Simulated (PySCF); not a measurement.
PySCF 2.14 output of an unrestricted LDA calculation on a single atom or ion in def2-TZVPPD (6s6p4d2f1g, 67 functions), with the non-relativistic Hamiltonian (point nucleus):

```
SCF conv_tol = 1e-09
number electrons alpha = 15  beta = 9
    P. A. M. Dirac.,  Math. Proc. Cambridge Philos. Soc. 26, 376 (1930)
    F. Bloch.,  Z. Phys. 57, 545 (1929)
    S. H. Vosko, L. Wilk, and M. Nusair.,  Can. J. Phys. 58, 1200 (1980)
cycle= 1 E= -1260.09484013091  delta_E= -0.0112  |g|= 0.0812  |ddm|= 0.213
cycle= 2 E= -1260.09459382321  delta_E= 0.000246  |g|= 0.0895  |ddm|= 0.078
cycle= 3 E= -1260.09601049528  delta_E= -0.00142  |g|= 0.000193  |ddm|= 0.038
cycle= 4 E= -1260.09601050567  delta_E= -1.04e-08  |g|= 7.87e-05  |ddm|= 0.000231
cycle= 5 E= -1260.09601050687  delta_E= -1.2e-09  |g|= 5.57e-06  |ddm|= 5.04e-05
cycle= 6 E= -1260.09601050688  delta_E= -6.82e-12  |g|= 2.44e-08  |ddm|= 2.78e-06
converged SCF energy = -1260.09601050688  <S^2> = 12.000321  2S+1 = 7.0000916
```

The run itself started from symmetry-adapted Hartree-Fock orbitals and held the occupation by maximum overlap, on a logarithmic radial grid, so the iterations belong to that start.

**Question.** Which element, charge and spin multiplicity is this?

**Answer.** Fe(2+) (iron, charge +2), multiplicity 7; the state was [Ar] 3d5 4s1, high-spin 7S determinant (an excited configuration).
